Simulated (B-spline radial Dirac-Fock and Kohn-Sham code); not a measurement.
# Photoemission from Cl²⁺ at 15000 eV, detector at θ = 30°, φ = 0°

System: the Cl²⁺ ion in the configuration [Ne] 3s2 3p3. Calculated with a radial B-spline solver, using Dirac-Hartree-Slater photoionisation with a Latter tail; cross sections with all multipoles, angular parameters from the dipole term and its interference with E2. Thresholds are orbital energies of the model. For linearly polarised light dσ/dΩ = σ/(4π) [1 + β P₂(cos θ) + (δ + γ cos²θ) sin θ cos φ], with θ from the polarisation vector and φ the angle between the beam and the projection of the electron momentum on the plane normal to the polarisation. The dipole factor is 1 + βP₂ and the non-dipole term is the rest of the bracket. Open shells are filled statistically over j.

```
subshell  threshold (eV)    σ (kb)     β     γ      δ  dipole factor  non-dipole term  dσ/dΩ (kb/sr)
      1s          2834.8     0.933  2.00  2.46  0.000          2.250           +0.924          0.236
      2s           297.0    0.0670  2.00  2.57  0.000          2.249           +0.963         0.0171
   2p1/2           238.6   0.00345  0.28  1.29  0.392          1.177           +0.680       0.000510
   2p3/2           236.8   0.00649  0.24  1.22  0.399          1.149           +0.658       0.000934
      3s           49.74   0.00810  2.00  2.58  0.000          2.249           +0.967        0.00207
   3p1/2           36.40  0.000183  0.27  1.28  0.393          1.171           +0.676       2.68e-05
   3p3/2           36.22  0.000344  0.23  1.21  0.400          1.143           +0.654       4.91e-05
```
